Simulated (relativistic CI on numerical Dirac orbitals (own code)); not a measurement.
## Ir51+: computed level list

Computed by Dirac-Coulomb-Breit CI, separate exchange-only KLI orbitals for each configuration, model QED (radiative potential, 1s self-energy scaled to tabulated hydrogen-like ionisation energies), unscaled Slater integrals (own radial code, finite nucleus).

Configurations in the expansion (outside the closed core [Ne]): 3s2 3p6 3d8, 3s2 3p5 3d9, 3s2 3p4 3d10, 3s 3p6 3d9, 3p6 3d10, 3s 3p5 3d10, 3s2 3p6 3d7 4s, 3s2 3p6 3d7 4p, 3s2 3p4 3d9 4s, 3s2 3p6 3d7 4d, 3s2 3p4 3d9 4p, 3s2 3p5 3d8 4s, 3s2 3p6 3d7 4f, 3s2 3p4 3d9 4d, 3s 3p5 3d9 4s, 3s2 3p5 3d8 4p, 3s 3p5 3d9 4p, 3s2 3p6 3d6 4s2, 3s2 3p5 3d8 4d, 3s 3p5 3d9 4d, 3s 3p6 3d8 4s, 3s2 3p6 3d6 4s 4p, 3p6 3d9 4s, 3s2 3p5 3d8 4f, 3s2 3p6 3d7 5s, 3s2 3p6 3d6 4p2, 3s 3p6 3d8 4p, 3p6 3d9 4p, 3s2 3p6 3d6 4s 4d, 3s2 3p6 3d7 5p, 3s2 3p5 3d7 4s2, 3s2 3p6 3d7 5d, 3s2 3p6 3d6 4p 4d, 3p6 3d9 4d, 3s 3p6 3d8 4d, 3s2 3p6 3d7 5f. Levels of other configurations are missing.

The lowest level is 3s2 3p6 3d8 3F_4, with 86 % of that term; Hund's rules for 3s2 3p6 3d8 give 3F with J = 4, in agreement.

```
No.  Configuration  Term  J   E (eV)    %  Landé g  Lifetime (s)
  1    3s2 3p6 3d8    3F  4     0.00   86    1.204              
  2    3s2 3p6 3d8    1D  2     9.62   49    1.169      1.51e+01
  3    3s2 3p6 3d8    1S  0    30.77   50               6.61e-02
  4    3s2 3p6 3d8    3F  3    79.40  100    1.071      1.61e-07
  5    3s2 3p6 3d8    3P  2    89.51   51    1.143      2.84e-07
  6    3s2 3p6 3d8    1G  4    95.09   86    1.022      5.61e-07
  7    3s2 3p6 3d8    3P  1    95.17  100    1.489      2.32e-07
  8    3s2 3p6 3d8    3F  2   166.32   61    0.818      1.03e-07
  9    3s2 3p6 3d8    3P  0   192.38   50               7.78e-08
 10    3s2 3p5 3d9   3F°  4   463.07  100    1.238      1.64e-12
 11    3s2 3p5 3d9   1D°  2   473.27   53    1.166      7.88e-13
 12    3s2 3p5 3d9   3D°  3   490.06   77    1.252      3.99e-13
 13    3s2 3p5 3d9   1P°  1   501.77   53    1.145      5.37e-13
 14    3s2 3p5 3d9   3D°  2   558.70   55    1.078      5.65e-13
 15    3s2 3p5 3d9   3P°  0   566.55  100               6.35e-13
 16    3s2 3p5 3d9   3P°  1   568.43   45    0.989      5.26e-13
 17    3s2 3p5 3d9   3F°  3   568.87   56    1.036      5.82e-13
 18    3s2 3p5 3d9   3P°  2   861.89   48    1.284      1.35e-13
 19    3s2 3p5 3d9   1F°  3   869.91   41    1.091      1.20e-13
 20    3s2 3p5 3d9   3F°  2   925.84   74    0.755      2.82e-13
 21   3s2 3p4 3d10    3P  2   957.92   67    1.321      2.91e-13
 22    3s2 3p5 3d9   3D°  1   959.36   47    0.830      1.12e-13
 23   3s2 3p4 3d10    1S  0   981.51   64               2.64e-13
 24     3s 3p6 3d9    3D  3  1107.71  100    1.321      1.64e-13
 25     3s 3p6 3d9    3D  2  1119.54   52    1.084      1.63e-13
 26     3s 3p6 3d9    3D  1  1190.30  100    0.487      1.72e-13
 27     3s 3p6 3d9    1D  2  1197.66   49    1.075      1.86e-13
 28   3s2 3p4 3d10    3P  1  1336.03  100    1.489      1.03e-13
 29   3s2 3p4 3d10    1D  2  1352.18   67    1.134      9.13e-14
 30    3s 3p5 3d10   3P°  2  1573.82  100    1.487      1.98e-13
```

Energies count from the lowest computed level; ° marks odd parity; lifetimes are radiative, by E1, M1, E2, M2 decay to levels of this space only.

The mean weight of the leading LS term, summed over parents, in these 30 levels is 69 %, and that of the leading jj configuration (from the same eigenvectors) 99 %, so jj coupling describes them better and the LS labels are nominal.

At this charge energies of transitions that change n are usually good to better than 1 %, and those within a shell (Δn = 0) to a few per cent.

LS names give the leading component of a level, which can be under half, so a name can repeat, a term be missing and a line seem to break the LS rules.
